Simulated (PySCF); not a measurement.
**RbSb: frontier orbitals**

PBE0 at R = 3.498 Å; PySCF, scalar-relativistic core potentials, basis sets Rb def2-SVPD with ECP28, Sb def2-SVPD with ECP28. State: ³Σ⁻ (triplet), unpaired electrons π ↑↑. Only the outer orbitals are listed, counted within each symmetry, core potentials removing the inner ones.

| spin | orbital | occ. | ε (eV) | on Rb (%) | main shells (%) |
| --- | --- | --- | --- | --- | --- |
| α | 3π | 1 | -18.06 | 100 | 100 Rb p |
| α | 3π | 1 | -18.06 | 100 | 100 Rb p |
| α | 5σ | 1 | -17.93 | 99 | 99 Rb p |
| α | 6σ | 1 | -12.89 | 1 | 99 Sb s |
| α | 4π | 1 | -4.70 | 4 | 96 Sb p |
| α | 4π | 1 | -4.70 | 4 | 96 Sb p |
| α | 7σ | 1 | -4.26 | 14 | 86 Sb p, 12 Rb s |
| α | 8σ | 0 | -1.38 | 93 | 80 Rb s, 13 Rb p |
| α | 5π | 0 | -0.20 | 99 | 93 Rb p |
| α | 5π | 0 | -0.20 | 99 | 93 Rb p |
| β | 3π | 1 | -18.07 | 100 | 100 Rb p |
| β | 3π | 1 | -18.07 | 100 | 100 Rb p |
| β | 5σ | 1 | -17.93 | 99 | 99 Rb p |
| β | 6σ | 1 | -11.07 | 1 | 99 Sb s |
| β | 7σ | 1 | -3.56 | 28 | 72 Sb p, 27 Rb s |
| β | 8σ | 0 | -1.43 | 83 | 63 Rb s, 20 Rb p, 15 Sb p |
| β | 4π | 0 | -1.39 | 20 | 80 Sb p, 12 Rb p |
| β | 4π | 0 | -1.39 | 20 | 80 Sb p, 12 Rb p |

Question: Which are the highest filled and the lowest empty level, where do they sit, and how wide is the gap?

Answer: Highest filled β 7σ at -3.56 eV (in %: 72 Sb p, 27 Rb s); lowest empty β 8σ at -1.43 eV (in %: 63 Rb s, 20 Rb p, 15 Sb p); the gap at PBE0 is 2.13 eV.

The bond order (Mayer) is 0.81, the ⟨S²⟩ is 2.030 and the charge on Rb (Mulliken, basis-dependent) is 0.50. The charge on Rb (Löwdin, basis-dependent) is 0.38 and the dipole moment (positive dipole means Rb(−)Sb(+)) is -9.45 D. The polarisability along the bond is 268.3 bohr³ and the polarisability across the bond is 104.3 bohr³.

Spin–orbit coupling is left out. The state was picked by a PBE0 search and need not be the measured ground state.
